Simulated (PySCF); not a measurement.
Vertical excitations of a molecule C5H5F from TDDFT-PBE/def2-SVPD in PySCF, as energy in eV (oscillator strength): 5.75 (0.002), 5.90 (0.026), 6.10 (0.029), 6.37 (0.003), 6.57 (0.008), 6.64 (0.009), 6.74 (0.006), 6.81 (0.002), 7.02 (0.003), 7.08 (0.012). Lowest triplet (TDA): 4.48 eV. The structure is a stationary point at PBE0-D3(BJ)/def2-SVP. One conformer was computed; it need not be the lowest.

Q: Pick the molecule that these values belong to.
A) C#CCC(=C)F
B) C#C[C@H]1C[C@H]1F
C) C#CC1(F)CC1
D) C#C/C(F)=C/C

A: A, C#CCC(=C)F
